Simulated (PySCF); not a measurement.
Geometry (Å), atoms numbered from 1 in this order:
```xyz
24

Si    3.092    1.410   -0.567
Si    2.204    0.787    1.514
Si    1.480   -1.440    1.366
Si    0.152   -1.575   -0.566
C    -1.040   -0.113   -0.551
C    -2.269   -0.078   -1.495
C    -3.090    0.526   -0.341
C    -2.019    0.025    0.644
H     3.662    2.793   -0.536
H     4.167    0.453   -0.972
H     2.009    1.365   -1.600
H     3.227    0.979    2.590
H     1.032    1.671    1.816
H     0.699   -1.812    2.589
H     2.677   -2.335    1.276
H     1.051   -1.540   -1.765
H    -0.621   -2.859   -0.595
H    -0.456    0.817   -0.662
H    -2.175    0.503   -2.425
H    -2.616   -1.091   -1.756
H    -4.123    0.172   -0.202
H    -3.105    1.626   -0.391
H    -1.718    0.688    1.470
H    -2.286   -0.955    1.073
```

Geometry: PBE0-D3(BJ)/def2-SVP; GIAO shifts from PySCF, gas phase, non-relativistic, averaged over equivalent atoms.

At wB97X-D/pcSseg-1 (244 basis functions, 72 s wall time on 1 thread of an Arm Neoverse V2, shared host):
```
     atoms  δ (ppm)
       Si4    -61.8
       Si1   -103.8
       Si2   -116.3
       Si3   -118.5
     C6/C8     27.7
        C7     25.2
        C5     17.1
   H16/H17     3.90
H9/H10/H11     3.61
   H12/H13     3.44
   H14/H15     3.39
       H22     2.19
   H19/H23     1.87
       H21     1.86
   H20/H24     1.80
       H18     1.71
```

Chemical shifts δ = σref − σ; ²⁹Si (σref 352.93) and ¹³C (σref 184.54) and ¹H (σref 31.38) against TMS, all at this level.

Task: What do these become at PBE0/pcSseg-1?

Result: 
```tsv
atoms	δ at PBE0/pcSseg-1	change
Si4	-62.4	-0.6
Si1	-104.8	-1.0
Si2	-116.3	+0.0
Si3	-118.6	-0.1
C6/C8	29.0	+1.3
C7	25.9	+0.7
C5	18.8	+1.7
H16/H17	3.96	+0.06
H9/H10/H11	3.65	+0.04
H12/H13	3.51	+0.07
H14/H15	3.45	+0.06
H22	2.24	+0.05
H19/H23	1.94	+0.07
H21	1.91	+0.05
H20/H24	1.88	+0.08
H18	1.88	+0.17
```

Chemical shifts δ = σref − σ; TMS for ²⁹Si (σ = 351.99 ppm) and ¹³C (σ = 184.41 ppm) and ¹H (σ = 31.27 ppm), all at this level.

The largest change is at C5 (sp3 CH bonded to Si). Cost: 244 basis functions, 57 s wall time on 1 thread of an Arm Neoverse V2, shared host. The order of the carbon signals is the same at both levels.
